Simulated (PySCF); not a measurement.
Species: C7H12N2.
Numbering: `[H]/[N:9]=[CH:8]/[CH2:7]/[CH:6]=[C:4](\[CH2:3][N:2]=[CH2:1])[CH3:5]` (hydrogens: H10, H11 on C1; H12, H13 on C3; H14, H15, H16 on C5; H17 on C6; H18, H19 on C7; H20 on C8; H21 on N9)

Method used: PBE0-D3(BJ)/def2-SVP geometry optimisation, gas phase (PySCF 2.14.0).

Q: Give the optimised bond lengths and angles.

A: 
```csv
bond,length (Å),order
C1=N2,1.263,double
N2–C3,1.448,single
C3–C4,1.509,single
C4–C5,1.497,single
C4=C6,1.342,double
C6–C7,1.508,single
C7–C8,1.501,single
C8=N9,1.268,double
C1–H10,1.107,single
C1–H11,1.100,single
"C3–H12, C3–H13",1.105,single
"C5–H14, C5–H15, C5–H16",1.101,single
C6–H17,1.096,single
"C7–H18, C7–H19",1.101,single
C8–H20,1.108,single
N9–H21,1.024,single
```

Bonds in one row agree within 0.01 Å and their mean is given. Orders are formal, as drawn. A selection of angles:
```csv
angle,degrees
C1–N2–C3,117.5
N2–C3–C4,110.3
C3–C4–C5,115.4
C3–C4–C6,122.5
C5–C4–C6,122.1
C4–C6–C7,126.0
C6–C7–C8,111.0
C7–C8–N9,121.9
H21–N9–C8,110.3
```

Torsions: C1–N2–C3–C4 124° (anticlinal); N2–C3–C4–C5 61° (synclinal); C3–C4–C6–C7 1° (synperiplanar); C4–C6–C7–C8 80° (synclinal); C6–C7–C8–N9 -116° (anticlinal); H21–N9–C8–C7 179° (antiperiplanar). The mirror-image conformer, all signs reversed, is as good.

The 3 C–N bonds span 1.263 Å (C1=N2, drawn double) to 1.448 Å (N2–C3, drawn single), a spread of 0.185 Å. The 5 C–C bonds span 1.342 Å (C4=C6, drawn double) to 1.509 Å (C3–C4, drawn single), a spread of 0.167 Å. Of the pairs four or more bonds apart, H13···H19 is among the closest relative to their van der Waals radii: 2.09 Å, 87 % of the sum of Bondi's values.

Point group: C1 (no symmetry element, even within 0.4 Å). PBE0-D3(BJ)/def2-SVP frequencies: not computed here. The numbers are those of one conformer.
